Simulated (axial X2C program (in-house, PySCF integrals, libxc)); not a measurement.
## Which molecule has these constants?

All values come from calculations with an axial X2C code built on PySCF integrals, spin-free (one-electron X2C) or two-component (2c: spin–orbit coupling with atomic mean-field Coulomb and Gaunt terms, which also bring small scalar terms), in Dyall basis sets with cores contracted in-house; open shells are unrestricted.

A two-component PBE0 calculation in a Dyall 3-zeta basis gave Re = 1.599 Å, ωe = 1146.8 cm⁻¹, De = 4.22 eV, Ω = 1/2.

Question: Which molecule is it?
A. GaCl⁺
B. AlCl⁺
C. BCl⁺
D. InCl⁺

Answer: C. The others have GaCl⁺ 2.091 Å and 406.9 cm⁻¹ (Ω = 1/2); InCl⁺ 2.300 Å and 336.8 cm⁻¹ (Ω = 1/2); AlCl⁺ 2.032 Å and 594.0 cm⁻¹ (Ω = 1/2).

Each entry is the lowest single determinant of a limited PBE0 search at one distance. De goes to single-determinant-based atoms at the same level (for ions the charge split of lowest energy) and is withheld (n/a) where an atom does not fit its ground term or J level. Main or longest-lived isotopes. Some light 2c atoms are not at their ground J level, so De misses part of their lowering (0.04 eV or less). The functionals have no current term, which raises determinants with orbital currents.
